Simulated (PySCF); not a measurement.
A calculated (UHF, PySCF 2.14, pcseg-2, the non-relativistic Hamiltonian (point nucleus)) atom or ion has these occupied shells.

```json
{"shell": "1s α", "electrons": "1", "orbital energy (eV)": "-7128.4", "rms radius, mean of both spins (bohr)": "0.0685"}
{"shell": "1s β", "electrons": "1", "orbital energy (eV)": "-7128.3", "rms radius, mean of both spins (bohr)": "0.0685"}
{"shell": "2s α", "electrons": "1", "orbital energy (eV)": "-887.17", "rms radius, mean of both spins (bohr)": "0.292"}
{"shell": "2s β", "electrons": "1", "orbital energy (eV)": "-883.61", "rms radius, mean of both spins (bohr)": "0.292"}
{"shell": "2p α", "electrons": "3", "orbital energy (eV)": "-764.28", "rms radius, mean of both spins (bohr)": "0.262"}
{"shell": "2p β", "electrons": "3", "orbital energy (eV)": "-760.76", "rms radius, mean of both spins (bohr)": "0.262"}
{"shell": "3s α", "electrons": "1", "orbital energy (eV)": "-136.03", "rms radius, mean of both spins (bohr)": "0.882"}
{"shell": "3s β", "electrons": "1", "orbital energy (eV)": "-126.40", "rms radius, mean of both spins (bohr)": "0.882"}
{"shell": "3p α", "electrons": "3", "orbital energy (eV)": "-98.479", "rms radius, mean of both spins (bohr)": "0.940"}
{"shell": "3p β", "electrons": "3", "orbital energy (eV)": "-86.822", "rms radius, mean of both spins (bohr)": "0.940"}
{"shell": "3d α", "electrons": "5", "orbital energy (eV)": "-36.777", "rms radius, mean of both spins (bohr)": "1.18"}
{"shell": "3d β", "electrons": "1", "orbital energy (eV)": "-31.206", "rms radius, mean of both spins (bohr)": "1.18"}
```

(1) Name the element and its charge.

## Answers

(1) Fe²⁺ (iron, charge +2), in [Ar] 3d6, high-spin 5D determinant.
